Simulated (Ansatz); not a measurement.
CH3NSi2, SMILES `N#C[Si][SiH3]` (lower singlet) (charge 0, multiplicity 1). This singlet lies 0.70 eV below the relaxed triplet at the level B3LYP/cc-pVTZ // PBE0-D3(BJ)/def2-TZVP (Ansatz, a first-principles code).

These are Ansatz with CAM-B3LYP/cc-pVTZ // PBE0-D3(BJ)/def2-TZVP values and carry that method's errors.

Ansatz 0.2 input:
```yaml
crystal:
  periodic: [false, false, false]
  atoms:
    - { symbol: N, position_ang: [2.658111, 0.746765, -0.584894] }
    - { symbol: C, position_ang: [1.87776, -0.100488, -0.45591] }
    - { symbol: Si, position_ang: [0.72099, -1.547199, -0.286166] }
    - { symbol: Si, position_ang: [-1.044883, -0.023345, 0.254238] }
    - { symbol: H, position_ang: [-0.654987, 0.757069, 1.460865] }
    - { symbol: H, position_ang: [-1.233975, 0.901237, -0.897834] }
    - { symbol: H, position_ang: [-2.323017, -0.734038, 0.523486] }
basis:
  gaussian: { orbitals: cc-pVTZ }
hamiltonian:
  xc: cam_b3lyp
```

Output:

```
Functional definition: CAM-B3LYP
1087 factors; their error is unknown
264 factors; integrals over basis functions are off by at most 1.3e-5 eV
mean field evaluation 1: about -18324.0832 eV, gradient 4.6e1 eV
mean field evaluation 2: about -18315.7085 eV, gradient 7.3e1 eV
mean field evaluation 4: about -18329.0783 eV, gradient 6.3e0 eV
mean field evaluation 8: about -18329.1632 eV, gradient 4.2e-2 eV
mean field evaluation 16: about -18329.1997 eV, gradient 1.9e-5 eV
mean field -18329.19969021 eV, -673.5856646375 hartree, gradient 1.9e-5 eV, S^2 0.000000; 0 other end points of the search recorded, 0 dependent functions left out
reference -18329.19980874 eV, -673.5856689934 hartree; 22, 22 occupied and 148, 148 virtual orbitals, 1087 factors
Total energy: -18329.19980874 eV, -673.5856689934 hartree
```
